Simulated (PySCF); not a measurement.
## Electron correlation in Si (silicon, neutral)

[Ne] 3s2 3p2, high-spin 3P determinant. Calculation: PySCF 2.14, in jorge-DZP-DKH; scalar relativity by spin-free X2C-1e. Frozen: [Ne]; 4 electrons correlated.

MP2 pair energies summed by pair of shells (mhartree):

| pair | energy | share (%) |
| --- | --- | --- |
| 3s-3p | -26.91 | 58.8 |
| 3s-3s | -14.27 | 31.2 |
| 3p-3p | -4.60 | 10.0 |

Total MP2 correlation energy: -45.78 mhartree.

Same-spin part -7.78 and opposite-spin part -38.00 mhartree; SCS-MP2 scales them by 1/3 and 6/5 to -48.19 mhartree.

```csv
level,correlation energy (mhartree)
CCSD,-64.65
(T),-1.06
CCSD(T),-65.71
```

Diagnostics: T1 = 0.0098, D1 = 0.0253, largest double amplitude 0.105.

Cost of the coupled-cluster step: 0.13 s of wall time on 1 thread of Neoverse-V1 (shared host), for 4 correlated electrons.

Iterations:

```
CC2 = 0
CCSD nocc = (np.int64(3), np.int64(1)), nmo = (19, 19)
frozen orbitals [[0, 1, 2, 3, 4], [0, 1, 2, 3, 4]]
max_cycle = 100
direct = 0
conv_tol = 1e-08
conv_tol_normt = 1e-06
diis_space = 8
diis_start_cycle = 0
Init t2, MP2 energy = -0.0457775258639678
Init E_corr(UCCSD) = -0.045777525864022
cycle = 1  E_corr(UCCSD) = -0.0586042897782816  dE = -0.0128267639  norm(t1,t2) = 0.0551376
cycle = 2  E_corr(UCCSD) = -0.062402538973666  dE = -0.0037982492  norm(t1,t2) = 0.0212267
cycle = 3  E_corr(UCCSD) = -0.064639220596658  dE = -0.00223668162  norm(t1,t2) = 0.00974792
cycle = 4  E_corr(UCCSD) = -0.0646314877645076  dE = 7.73283215e-06  norm(t1,t2) = 0.0018784
cycle = 5  E_corr(UCCSD) = -0.0646547086726956  dE = -2.32209082e-05  norm(t1,t2) = 0.000309304
cycle = 6  E_corr(UCCSD) = -0.0646469882227181  dE = 7.72044998e-06  norm(t1,t2) = 4.26264e-05
cycle = 7  E_corr(UCCSD) = -0.0646502791425003  dE = -3.29091978e-06  norm(t1,t2) = 1.01668e-05
cycle = 8  E_corr(UCCSD) = -0.0646494401448401  dE = 8.3899766e-07  norm(t1,t2) = 2.85929e-06
cycle = 9  E_corr(UCCSD) = -0.0646495022005356  dE = -6.20556955e-08  norm(t1,t2) = 3.80503e-07
cycle = 10  E_corr(UCCSD) = -0.064649505661897  dE = -3.46136143e-09  norm(t1,t2) = 6.86495e-08
UCCSD converged
E(UCCSD) = -289.5145053259437  E_corr = -0.06464950566189702
UCCSD(T) correction = -0.00105877139039499
```
